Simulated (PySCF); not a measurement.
# Where the electron goes

Compound: C₃H₆Cl₂OSi.
Cartesian coordinates in Å at the GFN2-xTB level; atoms count from 1:
```
atom  x, y, z in Å
Cl1    2.795    0.216    0.233
C2     1.413   -0.882    0.054
Cl3    1.938   -2.352   -0.800
C4     0.295   -0.171   -0.676
O5    -0.935   -0.881   -0.529
C6    -1.720   -0.004    0.296
Si7   -0.405    1.396    0.214
H8     1.105   -1.192    1.055
H9     0.552   -0.089   -1.736
H10   -1.895   -0.463    1.274
H11   -2.690    0.167   -0.176
H12    0.240    1.759    1.469
H13   -0.696    2.495   -0.697
```

The calculation used TDDFT CAM-B3LYP/def2-SVPD, vertical, gas phase, core orbitals frozen in the response in PySCF 2.14.0, density-fitted response routines.

Kohn–Sham orbitals with the atoms that hold most of them (Löwdin shares over 4%, at most four atoms; ? is withheld):

| orbital | ε (eV) | atoms |
| --- | --- | --- |
| HOMO-3 | -10.18 | Cl3 52%, Cl1 20%, C6 6%, C2 5% |
| HOMO-2 | -9.94 | O5 33%, C6 14%, Si7 14%, Cl3 11% |
| HOMO-1 | -9.69 | Cl3 31%, C4 22%, Si7 13%, Cl1 11% |
| HOMO | -9.26 | ? |
| LUMO | ? | ? |
| LUMO+1 | 0.77 | Cl1 27%, Cl3 18%, C2 14%, Si7 13% |
| LUMO+2 | 1.06 | Si7 28%, Cl1 28%, H13 9%, H12 7% |

(1) Which atoms hold the LUMO, and with what shares?

(2) Give the leading atoms of the HOMO.

(3) What is the LUMO energy, and the HOMO–LUMO gap?

## Answers

(1) Si7 (bonded to 2 C and 2 H) 41%; H13 (bonded to Si) 11%; H12 (bonded to Si) 11%; C6 (bonded to O, Si and 2 H) 10%. By element: silicon 41%, hydrogen 22% or more, carbon 10% or more.

(2) O5 (bonded to 2 C) 53%; C6 (bonded to O, Si and 2 H) 10%; C4 (bonded to C, O, Si and H) 8%; C2 (bonded to C, 2 Cl and H) 6%. By element: oxygen 53%, carbon 24%.

(3) ε(LUMO) = 0.40 eV; the gap is 9.66 eV (0.3551 hartree).

Q: The HOMO–LUMO gap is 9.66 eV. Where does the response calculation put the lowest singlet, and from which orbitals?

A: S1 is at 6.53 eV (f = 0.0019), 3.13 eV below the gap, made of HOMO→LUMO (86%). Without the coupling terms of the response equations the lowest excitation would equal the gap.

Next come S2 at 6.84 eV (f 0.012), HOMO→LUMO+1 (69%); S3 at 6.96 eV (f 0.016), HOMO-2→LUMO (69%), HOMO-1→LUMO (10%); S4 at 6.98 eV (f 0.0026), HOMO-1→LUMO+1 (52%), HOMO-1→LUMO+3 (9%), HOMO→LUMO+3 (8%); S5 at 7.16 eV (f 0.015), HOMO-3→LUMO+1 (34%), HOMO→LUMO+3 (27%), HOMO-3→LUMO+3 (11%).

Löwdin shares depend on the basis, the more so with diffuse functions.

One conformer stands for the species.

Without π bonds the low states are Rydberg-like; a valence basis with one diffuse set may place them up to an eV too high.
